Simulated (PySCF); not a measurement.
Species: C3H10OSi.
Numbering: `[CH3:1][CH:2]([CH3:3])[O:4][SiH3:5]` (hydrogens: H6, H7, H8 on C1; H9 on C2; H10, H11, H12 on C3; H13, H14, H15 on Si5)

Structure used (PBE0-D3(BJ)/def2-SVP), in Å, numbered top down from 1:
```xyz
15
C3H10OSi angstrom
C     -0.5709    1.6507    0.6602
C     -0.1952    0.1813    0.7531
C     -1.4063   -0.7295    0.7517
O      0.6238   -0.1963   -0.3390
Si     2.2377    0.1610   -0.5115
H     -1.2127    1.9467    1.5038
H     -1.1157    1.8432   -0.2772
H      0.3222    2.2947    0.6739
H      0.3655    0.0198    1.6970
H     -1.0919   -1.7817    0.8029
H     -2.0630   -0.5152    1.6080
H     -1.9816   -0.5896   -0.1766
H      2.9576   -0.0750    0.7815
H      2.7676   -0.7435   -1.5680
H      2.4692    1.5809   -0.9248
```

Method: core-valence-separated Tamm–Dancoff BHandHLYP/aug-pcX-1 (pcseg-1 on H, def2-SVPD on Si) in PySCF, non-relativistic, gas phase, PBE0-D3(BJ)/def2-SVP geometry. No empirical shift is added; at this level the pattern usually sits a few eV under experiment.

The lowest roots of each edge with f over 0.003 (five at most, numbered afresh; weaker and dark ones are left out), with transition dipoles (au) in the frame of the coordinates:

```csv
root,edge,E (eV),f,μx,μy,μz
1,C,285.34,0.0111,0.0319,0.0203,-0.0125
2,C,285.38,0.0110,-0.0053,0.0382,0.0092
3,C,286.06,0.0242,0.0095,0.0024,0.0579
4,C,286.07,0.0285,0.0622,0.0096,0.0106
5,C,286.11,0.0294,-0.0397,0.0506,0.0066
6,O,532.55,0.0112,-0.0258,-0.0132,-0.0045
7,O,533.76,0.0094,0.0047,0.0197,0.0174
8,O,534.07,0.0115,-0.0084,0.0198,-0.0205
9,O,534.16,0.0041,0.0167,-0.0019,0.0054
10,O,534.46,0.0239,-0.0283,0.0077,0.0311
```

Task: Molecules are fixed in this frame and the field points along (0, 1, 1)/√2. What effective strengths 3 f cos²θ do the roots have (θ between field and μ)?

Result: root 1 (C3): 0.001, root 2 (C1): 0.024, root 3 (C1/C3): 0.038, root 4 (C1/C3): 0.004, root 5 (C1/C3): 0.034, root 6 (O4): 0.006, root 7 (O4): 0.027, root 8 (O4): 0.000, root 9 (O4): 0.000, root 10 (O4): 0.030. Averaged over all orientations cos²θ is 1/3, which gives f back.

One conformer stands for the species.
